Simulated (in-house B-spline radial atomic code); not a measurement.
Results of a calculation; reference values are marked as such.
# Making a Troullier-Martins s channel for Sr, r_c = 3.6 bohr

Sr, [Kr] 5s2, non-relativistic LDA (VWN5), spherical and spin-unpolarised, from a B-spline radial code for spherical atoms (atomic units). The all-electron 5s level is ε = -0.131793 hartree, its outermost node lies just inside 1.71 bohr and its outer maximum at 3.68 bohr.

Inside r_c the pseudo-orbital is u(r) = r^1 exp(p(r)), with p = c0 + c2 r² + c4 r⁴ + … + c12 r¹². The seven coefficients follow from p and its first four derivatives at r_c, from zero curvature of the screened potential at the origin, c4 = −c2²/(2l + 5), and from the norm inside r_c. At r_c the all-electron orbital has P = 0.5377077, P' = 0.01316219, the screened potential V = -0.2935742, V' = 0.1536143, V'' = -0.1386474, and the norm inside is Q = 0.3456883.

(1) What are p, p' and p'' at r_c?

For a trial c2 the five matching conditions are linear in c0, c6, c8, c10 and c12, and c2 is varied until the norm inside r_c equals Q. The root nearest zero gives:

| n | c_n |
| --- | --- |
| 0 | -2.825567 |
| 2 | 0.2681511 |
| 4 | -0.014381 |
| 6 | -0.001657216 |
| 8 | 0.000227534 |
| 10 | -1.019934e-05 |
| 12 | 1.650071e-07 |

(2) Check c4 and p(r_c), and find the screened pseudopotential at the origin.

Orbitals and screened potentials:

| r (bohr) | P | u | V all-electron | V pseudo |
| --- | --- | --- | --- | --- |
| 0.36 | 0.1488 | 0.02209 | -36.11 | 0.6716 |
| 0.9 | -0.2247 | 0.06562 | -6.008 | 0.6324 |
| 1.44 | -0.1309 | 0.1384 | -2.211 | 0.4446 |
| 1.98 | 0.1622 | 0.2548 | -1.076 | 0.06498 |
| 2.52 | 0.3841 | 0.3956 | -0.6174 | -0.2995 |
| 3.06 | 0.5007 | 0.5008 | -0.4039 | -0.3842 |
| 3.6 | 0.5377 | 0.5377 | -0.2936 | -0.2936 |

Logarithmic derivatives P'/P at R = 3.9 bohr, for energies E around ε:

| E − ε (hartree) | all-electron | pseudo |
| --- | --- | --- |
| -0.5 | 0.835665 | 0.826891 |
| -0.25 | 0.490653 | 0.486272 |
| -0.1 | 0.201158 | 0.199912 |
| 0 | -0.0601861 | -0.0601844 |
| 0.1 | -0.425591 | -0.42924 |
| 0.25 | -1.46982 | -1.55146 |
| 0.5 | 17.6616 | 7.04693 |

(3) With P(R) = 0.5345229 and a norm of 0.4322792 inside R, what slope in energy does norm conservation fix?

Results:

(1) p = ln(P/r_c^1) = ln(0.5377077/3.6) = -1.90137. p' = P'/P − 1/r_c = 0.02448 − 0.27778 = -0.25330. The radial equation gives p'' = 2(V − ε) − 2(1) p'/r_c − p'² = -0.32356 − (-0.14072) − 0.06416 = -0.24700. Differentiating, p''' = 2V' + 2(1)p'/r_c² − 2(1)p''/r_c − 2p'p'' = 0.28023, and p'''' = 2V'' − 4(1)p'/r_c³ + 4(1)p''/r_c² − 2(1)p'''/r_c − 2p''² − 2p'p''' = -0.46755.

(2) −c2²/5 = -0.014381, as listed. The terms c_n r_c^n are -2.82557, 3.47524, -2.41546, -3.60740, 6.41898, -3.72904, 0.78187, which sum to -1.90137. Inverting the radial equation, V_l(r) = ε + 1 p'/r + (p'' + p'²)/2, so V_l(0) = ε + (2l + 3) c2 = -0.131793 + 3 × (0.268151) = 0.6727 hartree, finite where the all-electron potential diverges.

(3) d(P'/P)/dE = −2 × (norm inside R)/P(R)² = -3.0259 per hartree·bohr at E = ε, for both atoms, since orbital and norm agree at R. Differences over ±0.1 hartree give -3.1337 (all-electron) and -3.1458 (pseudo), which also hold third-order terms. Half a hartree below ε the two curves differ by -0.0088.
